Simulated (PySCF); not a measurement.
(3S)-1,3-dimethylcyclobutene (C6H10), SMILES CC1=C[C@@H](C)C1. The structure is a stationary point at PBE0-D3(BJ)/def2-SVP.

Level of theory: PBE0-D3(BJ)/def2-SVP run with PySCF 2.14.0.

Harmonic wavenumbers (cm⁻¹): 125, 165, 242, 289, 370, 380, 461, 647, 795, 837, 908, 921, 949, 996, 999, 1048, 1084, 1102, 1172, 1206, 1227, 1238, 1322, 1354, 1390, 1396, 1444, 1445, 1451, 1464, 1468, 1747, 3041, 3044, 3050, 3054, 3111, 3118, 3140, 3140, 3158, 3200. Rotational constants (GHz): 9.015, 2.294, 2.069; symmetry number 1.

Task: Work out the zero-point energy and the ideal-gas rigid-rotor harmonic-oscillator thermochemistry at 298.15 K and 1 atm.

Result: ZPE = ½ Σ hcν = ½ × 62699 cm⁻¹ = 89.63 kcal/mol. H − E(el) = 94.44 kcal/mol. Entropy in cal/(mol K): translation 39.13, rotation 26.42, vibration 13.52, total 79.08. G − E(el) = 70.86 kcal/mol. Cp = 26.60 cal/(mol K). Modes under 150 cm⁻¹ make the vibrational entropy uncertain.
